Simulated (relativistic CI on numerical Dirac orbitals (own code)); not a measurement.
Ru⁴⁺ (4d4) in a crystal field

Calculated by Dirac-Coulomb-Breit CI, orbitals from a KLI potential per configuration, QED by a radiative potential, valence Slater integrals scaled by 0.85, one configuration in a parametric crystal field (own radial code).

Field parameters in Wybourne normalisation: D3d B²₀ = −7Dσ, B⁴₀ = −14Dq − 21Dτ, B⁴₃ = −14√(10/7) Dq. The field is a parameter set, without covalency.

S is read from ⟨S²⟩ = S(S + 1).

Powder χT (cm³ K mol⁻¹) by Van Vleck's formula, with temperature-independent terms:

```tsv
Field	2 K	5 K	10 K	20 K	50 K	100 K	200 K	300 K
D3d, 10Dq = 43350, Dσ = -1200, Dτ = -200 cm⁻¹	0.0106	0.0264	0.0528	0.106	0.264	0.523	0.936	1.18
D3d, 10Dq = 43350, Dσ = -980, Dτ = -200 cm⁻¹	0.0101	0.0253	0.0506	0.101	0.253	0.503	0.912	1.16
D3d, 10Dq = 43350, Dσ = -760, Dτ = -200 cm⁻¹	0.00963	0.0241	0.0481	0.0963	0.241	0.479	0.884	1.14
D3d, 10Dq = 43350, Dσ = -550, Dτ = -200 cm⁻¹	0.00911	0.0228	0.0456	0.0911	0.228	0.454	0.852	1.12
D3d, 10Dq = 43350, Dσ = -330, Dτ = -200 cm⁻¹	0.00854	0.0214	0.0427	0.0854	0.214	0.427	0.814	1.09
D3d, 10Dq = 43350, Dσ = -110, Dτ = -200 cm⁻¹	0.00797	0.0199	0.0399	0.0797	0.199	0.398	0.774	1.06
D3d, 10Dq = 43350, Dσ = 110, Dτ = -200 cm⁻¹	0.00746	0.0187	0.0373	0.0746	0.187	0.373	0.734	1.03
D3d, 10Dq = 43350, Dσ = 330, Dτ = -200 cm⁻¹	0.00711	0.0178	0.0355	0.0711	0.178	0.355	0.705	1.01
```

Q: For D3d, 10Dq = 43350, Dσ = 110, Dτ = -200 cm⁻¹: what effective moment follows at 300 K?

A: μ_eff = √(8χT) = 2.87 μB. The ground level has S = 1.00; the spin-only moment for S = 1 is 2.83 μB. The difference comes from the orbital moment, spin-orbit mixing of terms and temperature-independent paramagnetism, all larger in this ionic model than in covalent complexes. The ground level is a non-magnetic singlet, so χT starts at zero and rises through temperature-independent paramagnetism and the filling of excited levels.
